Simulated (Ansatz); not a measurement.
Process, species as SMILES: [Si]Cl (Si-Cl) → Cl atom + Si atom
B3LYP-D3(BJ)/def2-TZVP geometries, fixed; electronic energies without zero-point terms.
Largest species:
```xyz
2

Si     0.0000     0.0000    -1.1428
Cl     0.0000     0.0000     0.9411
```
Charge 0, spin multiplicity 2.

The atomisation energy at CCSD(T) with Ansatz (a first-principles code), in kcal/mol, split into its Hartree-Fock and correlation parts. Cores are frozen. Open shells are unrestricted. No added dispersion term, no relativity. Functions are those of the species that has most.

```json
[
 {"basis": "cc-pV(D+d)Z", "X": "2", "functions": "46", "Hartree-Fock": "67.30", "CCSD(T)": "87.83"},
 {"basis": "cc-pV(T+d)Z", "X": "3", "functions": "78", "Hartree-Fock": "70.90", "CCSD(T)": "96.52"},
 {"basis": "cc-pV(Q+d)Z", "X": "4", "functions": "128", "Hartree-Fock": "71.14", "CCSD(T)": "100.11"},
 {"basis": "cc-pV(5+d)Z", "X": "5", "functions": "200", "Hartree-Fock": "71.24", "CCSD(T)": "101.45"}
]
```

Worked estimate of the basis-set limit from each neighbouring pair, with Hartree-Fock from the larger set and the correlation part extrapolated as X^-3.
Correlation parts: X = 2: 20.53, X = 3: 25.62, X = 4: 28.97, X = 5: 30.21.
- (2,3): (27·(25.62) - 8·(20.53))/19 = 27.76; with Hartree-Fock 70.90 the estimate is 98.66 kcal/mol.
- (3,4): (64·(28.97) - 27·(25.62))/37 = 31.41; with Hartree-Fock 71.14 the estimate is 102.55 kcal/mol.
- (4,5): (125·(30.21) - 64·(28.97))/61 = 31.51; with Hartree-Fock 71.24 the estimate is 102.75 kcal/mol.
The last two estimates differ by 0.20 kcal/mol; the largest set lies 1.30 from the last. Over the last step Hartree-Fock moves by 0.10 and the correlation part by 1.24.
